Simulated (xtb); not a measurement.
xtb input (GFN1-xTB):

```bash
xtb mol.xyz --gfn 1 --opt tight --chrg 0 --uhf 0
```
mol.xyz:
```
2

Y     -0.00000000    -0.00000000    -1.60697486
I      0.00000000     0.00000000     1.18249094
```

End of the output:

```
         :::::::::::::::::::::::::::::::::::::::::::::::::::::
         ::                     SUMMARY                     ::
         :::::::::::::::::::::::::::::::::::::::::::::::::::::
         :: total energy              -4.882313738275 Eh    ::
         :: gradient norm              0.000006776565 Eh/a0 ::
         :: HOMO-LUMO gap              0.658306539666 eV    ::
         ::.................................................::
         :: SCC energy                -4.886817226973 Eh    ::
         :: -> electrostatic           0.015809598861 Eh    ::
         :: repulsion energy           0.005115206766 Eh    ::
         :: dispersion energy         -0.000611718068 Eh    ::
         :: halogen bond corr.         0.000000000000 Eh    ::
         :: add. restraining           0.000000000000 Eh    ::
         :: total charge              -0.000000001654 e     ::
         :::::::::::::::::::::::::::::::::::::::::::::::::::::

           -------------------------------------------------
          |                Property Printout                |
           -------------------------------------------------

    * Orbital Energies and Occupations

         #    Occupation            Energy/Eh            Energy/eV
      -------------------------------------------------------------
         1        2.0000           -0.7866538             -21.4059
         2        2.0000           -0.4049687             -11.0198
         3        2.0000           -0.3314362              -9.0188
         4        2.0000           -0.3314362              -9.0188
         5        2.0000           -0.2537072              -6.9037 (HOMO)
         6        0.0000           -0.2295149              -6.2454 (LUMO)
         7        0.0000           -0.2295149              -6.2454
         8        0.0000           -0.2290948              -6.2340
         9        0.0000           -0.2290948              -6.2340
        10                         -0.2197329              -5.9792
        11                         -0.0322221              -0.8768
        12                         -0.0322221              -0.8768
        13                          0.0207291               0.5641
        14                          0.0207291               0.5641
        15                          0.0414039               1.1267
        16                          0.0510179               1.3883
       ...                                ...                  ...
        18                          0.3651711               9.9368
      -------------------------------------------------------------
                  HL-Gap            0.0241923 Eh            0.6583 eV
             Fermi-level           -0.2421761 Eh           -6.5899 eV

  Mulliken/CM5 charges         n(s)   n(p)   n(d)
     1Y     0.28406  0.31741   1.689  0.528  0.499
     2I    -0.28406 -0.31741   1.898  5.355  0.030

Wiberg/Mayer (AO) data.
largest (>0.10) Wiberg bond orders for each atom

 ---------------------------------------------------------------------------
     #   Z sym  total        # sym  WBO       # sym  WBO       # sym  WBO
 ---------------------------------------------------------------------------
     1  39 Y    1.323 --     2 I    1.323
     2  53 I    1.323 --     1 Y    1.323
 ---------------------------------------------------------------------------

Topologies differ in total number of bonds
Writing topology from bond orders to xtbtopo.mol

 dipole moment from electron density (au)
     X       Y       Z
   0.0000  -0.0000  -2.1595  total (Debye):    5.489

           -------------------------------------------------
          |                Geometry Summary                 |
           -------------------------------------------------

      molecular mass/u    :      215.8103122
   center of mass at/Å    :        0.0000000       0.0000000       0.0476260
  moments of inertia/u·Å² :        0.0000000E+00   0.4555217E+03   0.4555217E+03
rotational constants/cm⁻¹ :             Infinity   0.3700731E-01   0.3700731E-01

optimized geometry written to: xtbopt.xyz

           -------------------------------------------------
          | TOTAL ENERGY               -4.882313738275 Eh   |
          | GRADIENT NORM               0.000006776565 Eh/α |
          | HOMO-LUMO GAP               0.658306539666 eV   |
Note: The following floating-point exceptions are signalling: IEEE_DIVIDE_BY_ZERO IEEE_UNDERFLOW_FLAG IEEE_DENORMAL
normal termination of xtb
           -------------------------------------------------

------------------------------------------------------------------------
------------------------------------------------------------------------
 total:
 SCF:
 ANC optimizer:
```
